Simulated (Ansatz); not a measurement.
`[CH3][InH][C]#N` + CH₃OH → `C[O][InH][C]#N` + CH₄ at 700 K and 1 bar (ligand exchange at the In–C bond).

Computed with Ansatz on PBE0-D4/def2-TZVP structures; ΔE is electronic, products minus reactants. CCSD(T)/CBS is the MP2 limit (def2-TZVPP, def2-QZVPP) plus CCSD(T) − MP2 in def2-TZVPP, frozen cores. This one scheme is used for every species. def2 core potentials past Kr. For In outer-core shells are correlated without core-valence functions, which leaves a few kJ/mol of doubt a bond. One conformer a species, not always the lowest.

```json
{"species": "`[CH3][InH][C]#N`", "CCSD(T)/CBS energy (Eh)": "-323.00069", "H − E (kJ/mol)": "195.2", "S (J/(mol·K))": "449.5"}
{"species": "CH₃OH", "CCSD(T)/CBS energy (Eh)": "-115.61712", "H − E (kJ/mol)": "170.8", "S (J/(mol·K))": "288.5"}
{"species": "`C[O][InH][C]#N`", "CCSD(T)/CBS energy (Eh)": "-398.17531", "H − E (kJ/mol)": "218.9", "S (J/(mol·K))": "480.9"}
{"species": "CH₄", "CCSD(T)/CBS energy (Eh)": "-40.46206", "H − E (kJ/mol)": "145.9", "S (J/(mol·K))": "224.0"}
```

H − E and S are ideal-gas, rigid-rotor, harmonic terms from PBE0-D4/def2-TZVP, for one conformer and one mirror image of each species. 1 Eh = 2625.50 kJ/mol, R = 8.31446 J/(mol·K).

By hand: ΔE, ΔH, ΔS and ΔG.

ΔE = (-398.17531) + (-40.46206) − (-323.00069) − (-115.61712) = -0.01956 Eh = -51.4 kJ/mol. Δ(H − E) = 218.9 + 145.9 − 195.2 − 170.8 = -1.2, so ΔH = -52.6 kJ/mol. ΔS = 480.9 + 224.0 − 449.5 − 288.5 = -33.1 J/(mol·K). ΔG = -52.6 − 700 × (-33.1)/1000 = -29.4 kJ/mol.

By hand: the equilibrium constant, and the temperature at which ΔG would vanish if ΔH and ΔS stayed fixed.

log₁₀ K = −ΔG/(RT ln 10) = 2.2. ΔG = 0 at ΔH/ΔS = 1589 K.

TΔS isn't small against ΔH here. A doubt of 5 kJ/mol in ΔE shifts log₁₀ K by 0.4 here. Other conformers and mirror images would add mixing entropy, several J/(mol·K) or more a flexible species. Modes under 60 cm⁻¹, often nearly free rotors, make the harmonic entropy too high. These are equilibria of isolated gas molecules and say nothing of rates. Largest T1 diagnostic: 0.017 (customary marks: 0.02 for closed shells, 0.045 for open ones).
